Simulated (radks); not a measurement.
Lu II, 70 electrons, occupied as [Xe] 4f14 6s2. All-electron calculation, Dirac Kohn-Sham, PBE, spin-unpolarised, spherical densities, finite nucleus; Fermi nuclear charge, rms radius 5.37 fm. Program: a radial shooting solver on a logarithmic mesh with Libxc functionals. Some entries of the table are withheld. Estimate them.

orbital,occ.,eigenvalue (hartree),<r^2> (bohr^2)
1s1/2,2,-2320.807,0.0005123
2s1/2,2,-395.0982,0.007862
2p1/2,2,-377.1790,0.005641
2p3/2,4,-336.1124,0.006850
3s1/2,2,-89.78366,0.05159
3p1/2,2,(1),0.04753
3p3/2,4,(2),0.05423
3d3/2,4,-59.58668,0.04236
3d5/2,6,-57.67421,0.04421
4s1/2,2,-18.13147,0.2582
4p1/2,2,-14.89605,0.2681
4p3/2,4,-12.90368,0.3052
4d3/2,4,-7.58053,0.3400
4d5/2,6,-7.21686,0.3546
5s1/2,2,-2.56508,1.541
5p1/2,2,(3),(4)
5p3/2,4,(5),(6)
4f5/2,6,-0.70870,0.6720
4f7/2,8,-0.65268,0.7055
6s1/2,2,-0.40588,12.01
5d3/2,0,-0.34729,6.483
5d5/2,0,-0.33100,6.938
6p1/2,0,-0.25728,18.39
6p3/2,0,-0.23472,20.92

Answer. 
(1) 3p1/2 eigenvalue (hartree): -81.84348
(2) 3p3/2 eigenvalue (hartree): -73.08411
(3) 5p1/2 eigenvalue (hartree): -1.66805
(4) 5p1/2 <r^2> (bohr^2): 1.948
(5) 5p3/2 eigenvalue (hartree): -1.41213
(6) 5p3/2 <r^2> (bohr^2): 2.291
